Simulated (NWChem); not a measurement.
BeBrCl; SMILES [Cl][Be][Br]

```xyz
3

Be     0.4351     0.2205    -0.4607
Cl     1.6017     0.8125    -1.6964
Br    -0.8316    -0.4217     0.8807
```
Atoms are numbered in this order, from 1.

Level: PBE0-D3(BJ)/def2-TZVP (NWChem), optimised geometry, unscaled harmonic frequencies. This build's default masses of Se (78.918 u) and Br (79.917 u) are each other's, which moves their modes by up to 0.6 %.

```csv
frequency (cm⁻¹),IR intensity (km/mol)
215,33.3
314,0.2
1077,428.1
```

```yaml
zero_point_energy: 2.3 kcal/mol
thermal correction to the enthalpy at 298.15 K (with zero-point energy): 5.3 kcal/mol
heat capacity Cv: 9.7 cal/(mol K)
entropy at 298.15 K and 1 atm (symmetry number 1): 52.5 cal/(mol K)
dipole_moment: 0.06 D
```

Rigid rotor and harmonic oscillator.
